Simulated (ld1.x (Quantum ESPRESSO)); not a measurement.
**u(r) = r·R(r): atom against pseudo-atom (arsenic (As))**

Columns: radius, all-electron u(r) and pseudo u(r) of the 4p shell (level -5.20 eV) of arsenic in the configuration [Ar] 3d10 4s2 4p3; PBEsol, scalar-relativistic, PAW scheme, ld1.x (Quantum ESPRESSO) 7.5.

| r (bohr) | all-electron | pseudo |
| --- | --- | --- |
| 0.100 | 0.1704 | 0.0060 |
| 0.200 | 0.0357 | 0.0236 |
| 0.300 | -0.1669 | 0.0520 |
| 0.400 | -0.2715 | 0.0899 |
| 0.500 | -0.2702 | 0.1354 |
| 0.600 | -0.1990 | 0.1867 |
| 0.700 | -0.0923 | 0.2416 |
| 0.800 | 0.0264 | 0.2979 |
| 0.900 | 0.1433 | 0.3537 |
| 1.000 | 0.2509 | 0.4073 |
| 1.100 | 0.3456 | 0.4573 |
| 1.200 | 0.4265 | 0.5027 |
| 1.300 | 0.4937 | 0.5428 |
| 1.400 | 0.5480 | 0.5774 |
| 1.500 | 0.5905 | 0.6063 |
| 1.600 | 0.6225 | 0.6297 |
| 1.700 | 0.6453 | 0.6477 |
| 1.800 | 0.6599 | 0.6603 |
| 1.900 | 0.6676 | 0.6676 |
| 2.000 | 0.6694 | 0.6694 |
| 2.100 | 0.6662 | 0.6662 |
| 2.200 | 0.6589 | 0.6589 |
| 2.300 | 0.6482 | 0.6482 |
| 2.400 | 0.6348 | 0.6348 |
| 2.500 | 0.6192 | 0.6192 |
| 2.600 | 0.6019 | 0.6019 |

How many radial nodes do the two functions have?

The all-electron 4p function has n − l − 1 = 2; the pseudo-wave has 0, since the states of the same l below it are removed with the core.

At about which radius was the pseudo-wave matched?

1.90 bohr, where the columns begin to agree (steps of 0.10 bohr).

Is the pseudo-wave norm-conserving?

No, it belongs to a PAW set: the norm inside the radius is not constrained, and the difference is carried by the augmentation charge.
